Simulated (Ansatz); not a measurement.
Geometry optimisation, RKS LDA/6-31G* (Ansatz 0.2.0).

Input file:

```yaml
crystal:
  periodic: [false, false, false]
  atoms:
    - { symbol: Al, position_ang: [0.0, 0.0, 0.0] }
    - { symbol: H, position_ang: [0.0, 0.0, 1.91] }
    - { symbol: C, position_ang: [1.706, 0.0, -0.985] }
    - { symbol: H, position_ang: [2.0356, -1.0462, -1.1552] }
    - { symbol: H, position_ang: [1.5695, 0.508, -1.9624] }
    - { symbol: H, position_ang: [2.4756, 0.5381, -0.3932] }
    - { symbol: C, position_ang: [-1.706, 0.0, -0.985] }
    - { symbol: H, position_ang: [-2.2662, -0.9305, -0.7558] }
    - { symbol: H, position_ang: [-2.3102, 0.8797, -0.6796] }
    - { symbol: C, position_ang: [-1.4298, 0.0696, -2.4781] }
    - { symbol: H, position_ang: [-2.3466, -0.2101, -3.0379] }
    - { symbol: H, position_ang: [-1.1306, 1.1028, -2.7518] }
    - { symbol: H, position_ang: [-0.6104, -0.6331, -2.7365] }
    - { symbol: Si, position_ang: [0.1174, 2.4836, 0.8261] }
    - { symbol: H, position_ang: [0.6937, 2.5244, 2.167] }
    - { symbol: H, position_ang: [0.9517, 3.2614, -0.0852] }
    - { symbol: H, position_ang: [-1.2275, 3.0508, 0.8577] }
    - { symbol: H, position_ang: [0.0459, 0.9717, 1.9763] }
basis:
  gaussian: { orbitals: "6-31G*" }
hamiltonian:
  xc: lda
relax:
  f_tol: 0.15
  max_steps: 25
  restrain:
    - { distance: [0, 13], at: 3.52, k: 30.0 }
    - { distance: [17, 1], at: 1.86, k: 30.0 }
    - { distance: [0, 1], at: 1.56, k: 30.0 }
    - { distance: [17, 13], at: 1.46, k: 30.0 }
```

Run as:

```bash
$ ansatz run input.yaml --threads 2 --pin off --max-ram 3072MiB --backend cpu --events-out ev --progress --plain --runs-dir out
```

Problem. Where does it end, and by what steps?

Solution. The run converged. The restraints hold the end off the free minimum; the threshold counts their pulls, which the force column leaves out. Restrained pairs: Al1–Si14 (2.62 → 3.51 Å), H2–H18 (0.98 → 1.88 Å), Al1–H2 (1.91 → 1.57 Å), Si14–H18 (1.90 → 1.49 Å). After 7 steps the energy has fallen by 1.727 eV (the restraints' own energy left out); H15 moved furthest, 0.92 Å.

| step | energy less start (eV) | largest force component (eV/Å) | accepted |
| --- | --- | --- | --- |
| 0 | 0.0000 | 2.175 | yes |
| 1 | 0.4425 | 2.353 | yes |
| 2 | 0.4242 | 2.650 | yes |
| 3 | -0.2688 | 2.377 | yes |
| 4 | -1.0647 | 1.864 | yes |
| 5 | -1.5299 | 1.234 | yes |
| 6 | -1.6906 | 0.633 | yes |
| 7 | -1.7271 | 0.553 | yes |

```xyz
18
Properties=species:S:1:pos:R:3
Al 0.006 -0.370 -0.025
H -0.005 -0.461 1.546
C 1.702 -0.208 -0.981
H 2.190 -1.174 -1.209
H 1.553 0.317 -1.944
H 2.428 0.376 -0.383
C -1.682 -0.232 -1.014
H -2.282 -1.155 -0.880
H -2.296 0.568 -0.549
C -1.462 0.063 -2.494
H -2.400 0.050 -3.085
H -1.008 1.061 -2.638
H -0.773 -0.662 -2.967
Si 0.119 2.889 1.269
H 0.750 3.362 2.535
H 0.947 3.304 0.094
H -1.263 3.439 1.130
H 0.042 1.404 1.326
```

Run time: 35 s on 2 threads of Intel(R) Xeon(R) Processor @ 2.50GHz (Skylake/Cascade Lake) (shared host), peak memory 0.18 GiB.
